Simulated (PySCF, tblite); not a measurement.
Isomers of C7H11OPS. All values are computed: GFN2-xTB (tblite) harmonic vibrations without scaling, gas phase. This tight-binding method is rough: wavenumbers can miss measured ones by several per cent, in bad cases by 10 to 20. Modes of hydrogen on phosphorus can be 10 to 20 % off. One conformer each.

Electronic energies: PBE0/pcSseg-1 single points on the GFN2-xTB geometries (PySCF, gas phase).

```csv
SMILES,"electronic energy, lowest = 0 (kJ/mol)"
CC(=O)[P@]1(=S)C=C(C)CC1,0.0
COc1scpc1C(C)C,116.9
CC(C)[P@@H](=O)c1cccs1,26.9
CSc1cpc(C(C)C)o1,104.2
CC#CP1(=O)CCSCC1,122.2
C#C[P@](=S)(C(C)=O)C(C)C,183.7
```

Problem. How do GFN2-xTB zero-point energies change the relative energies?

Solution. 
```json
{"SMILES": "CC(=O)[P@]1(=S)C=C(C)CC1", "ZPE (kJ/mol)": "425.9", "of it from modes above 1550 cm⁻¹": "218.2", "electronic (kJ/mol)": "0.0", "with ZPE, lowest = 0 (kJ/mol)": "0.0", "lowest mode (cm⁻¹)": "25", "rings": "1"}
{"SMILES": "CC(C)[P@@H](=O)c1cccs1", "ZPE (kJ/mol)": "425.5", "of it from modes above 1550 cm⁻¹": "195.7", "electronic (kJ/mol)": "26.9", "with ZPE, lowest = 0 (kJ/mol)": "26.5", "lowest mode (cm⁻¹)": "28", "rings": "1"}
{"SMILES": "CSc1cpc(C(C)C)o1", "ZPE (kJ/mol)": "430.8", "of it from modes above 1550 cm⁻¹": "199.9", "electronic (kJ/mol)": "104.2", "with ZPE, lowest = 0 (kJ/mol)": "109.0", "lowest mode (cm⁻¹)": "10", "rings": "1"}
{"SMILES": "COc1scpc1C(C)C", "ZPE (kJ/mol)": "431.3", "of it from modes above 1550 cm⁻¹": "198.2", "electronic (kJ/mol)": "116.9", "with ZPE, lowest = 0 (kJ/mol)": "122.3", "lowest mode (cm⁻¹)": "15", "rings": "1"}
{"SMILES": "CC#CP1(=O)CCSCC1", "ZPE (kJ/mol)": "426.1", "of it from modes above 1550 cm⁻¹": "210.0", "electronic (kJ/mol)": "122.2", "with ZPE, lowest = 0 (kJ/mol)": "122.3", "lowest mode (cm⁻¹)": "28", "rings": "1"}
{"SMILES": "C#C[P@](=S)(C(C)=O)C(C)C", "ZPE (kJ/mol)": "418.0", "of it from modes above 1550 cm⁻¹": "223.5", "electronic (kJ/mol)": "183.7", "with ZPE, lowest = 0 (kJ/mol)": "175.8", "lowest mode (cm⁻¹)": "29", "rings": "0"}
```

The zero-point energies span 13.3 kJ/mol, from `C#C[P@](=S)(C(C)=O)C(C)C` to `COc1scpc1C(C)C`. The order is unchanged, ties at the printed digit aside.

Problem. And how do the electronic energies of GFN2-xTB itself compare?

Solution. `CC(=O)[P@]1(=S)C=C(C)CC1` 89.9; `CC(C)[P@@H](=O)c1cccs1` 0.0; `CSc1cpc(C(C)C)o1` 134.3; `COc1scpc1C(C)C` 154.8; `CC#CP1(=O)CCSCC1` 108.1; `C#C[P@](=S)(C(C)=O)C(C)C` 256.0 kJ/mol, lowest = 0. Against the energies above, taken from the same isomer `CC(=O)[P@]1(=S)C=C(C)CC1`, the largest difference is 116.8 kJ/mol.

Problem. What do entropy and thermal enthalpy add at 298.15 K and 1 bar (rigid rotor, harmonic oscillator, one conformer each)?

Solution. 
```tsv
SMILES	point group	symmetry number	S (J/(mol K))	H − H(0) (kJ/mol)	ZPE + H − H(0) − TS (kJ/mol)
CC(=O)[P@]1(=S)C=C(C)CC1	C1	1	472.5	35.22	320.3
CC(C)[P@@H](=O)c1cccs1	C1	1	454.1	33.11	323.2
CC#CP1(=O)CCSCC1	Cs	1	462.8	34.23	322.4
C#C[P@](=S)(C(C)=O)C(C)C	C1	1	500.6	39.61	308.4
```

Not tabulated: `CSc1cpc(C(C)C)o1` (lowest mode only 10 cm⁻¹); `COc1scpc1C(C)C` (lowest mode only 15 cm⁻¹).
